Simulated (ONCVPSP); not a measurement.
**Varying the ONCV potential for Re (Z = 75)**

Base potential:

- Element: rhenium
- Generator: ONCVPSP 4.0.1
- Type: optimised norm-conserving Vanderbilt (ONCV)
- Functional: PBE
- Relativity: scalar-relativistic
- Frozen core: [Kr] 4d10 4f14
- Valence charge: 15
- Reference configuration: 5s2 5p6 5d6 6s1
- Partial waves: 5s+6s: rc 1.90 bohr, ncon 3, nbas 8, qcut 7.1 1/bohr, 3 projectors, debl 3 Ha; 5p: rc 1.25 bohr, ncon 4, nbas 8, qcut 5.6 1/bohr, 3 projectors, debl 3.7 Ha; 5d: rc 2.40 bohr, ncon 3, nbas 7, qcut 7.8 1/bohr, 3 projectors, debl 2.1 Ha
- Local potential: polynomial inside 1.00 bohr (lpopt 5, dvloc0 1 Ha)
- Core correction: polynomial model core, fcfact 0.25

All-electron outer shells of the reference configuration (PBE, scalar-relativistic, ld1.x):

| shell | level (eV) | outermost node (bohr) | outermost maximum (bohr) |
| --- | --- | --- | --- |
| 5s | -83.09 | 0.52 | 0.93 |
| 5p | -45.00 | 0.56 | 1.06 |
| 4f | -40.10 | – | 0.41 |
| 6s | -5.30 | 1.25 | 2.61 |
| 5d | -4.00 | 0.62 | 1.45 |

Cutoffs, loose and tight: the cutoffs (Ha) at which the residual kinetic energy of the hardest occupied pseudo-wave falls to 1 and 0.1 mHa per electron. They do not see the model core or the augmentation charge, which bear on the density cutoff. Test errors are all-electron minus pseudo excitation energies from the reference, over the configurations 5s2 5p6 5d5 6s2; 5s2 5p6 5d5 6s1; 5s2 5p6 5d5 6s0; 5s2 5p6 5d4 6s2 6p1. A dash means not determined; rows that change the core or the reference have their own tests.

```json
{"change": "base", "outcome": "generated", "cutoff, loose": "116 Ha", "cutoff, tight": "137 Ha", "bound ghosts": "none", "GHOST(+) flags above zero": "s, p", "largest test error (meV)": "-11"}
{"change": "s: qcut 6.7", "outcome": "generated", "cutoff, loose": "116 Ha", "cutoff, tight": "137 Ha", "bound ghosts": "none", "GHOST(+) flags above zero": "s, p", "largest test error (meV)": "-12"}
{"change": "d: ncon 5, nbas 9", "outcome": "generated", "cutoff, loose": "116 Ha", "cutoff, tight": "137 Ha", "bound ghosts": "none", "GHOST(+) flags above zero": "s, p", "largest test error (meV)": "-14"}
{"change": "p: debl 2.9", "outcome": "generated", "cutoff, loose": "116 Ha", "cutoff, tight": "137 Ha", "bound ghosts": "none", "GHOST(+) flags above zero": "s, p", "largest test error (meV)": "-11"}
{"change": "s: qcut 7.6", "outcome": "generated", "cutoff, loose": "116 Ha", "cutoff, tight": "137 Ha", "bound ghosts": "none", "GHOST(+) flags above zero": "s, p", "largest test error (meV)": "-9.9"}
{"change": "s: nproj 2", "outcome": "generated", "cutoff, loose": "116 Ha", "cutoff, tight": "137 Ha", "bound ghosts": "none", "GHOST(+) flags above zero": "s, p", "largest test error (meV)": "-9.9"}
```

Q: What comes out with this change to the base: reference 5s2 5p6 5d5 6s1.75?

A: outcome: generated; cutoff, loose: 116 Ha; cutoff, tight: 137 Ha; bound ghosts: none; GHOST(+) flags above zero: s, p; largest test error (meV): -18.

Q: What comes out with this change to the base: p: rc 1.68?

A: outcome: generated; cutoff, loose: 15 Ha; cutoff, tight: 20 Ha; bound ghosts: none; GHOST(+) flags above zero: s, p; largest test error (meV): -12.

Q: What comes out with this change to the base: core correction Teter function, parameters optimised by the program?

A: outcome: generated; cutoff, loose: 116 Ha; cutoff, tight: 137 Ha; bound ghosts: none; GHOST(+) flags above zero: s, p; largest test error (meV): -3.9.
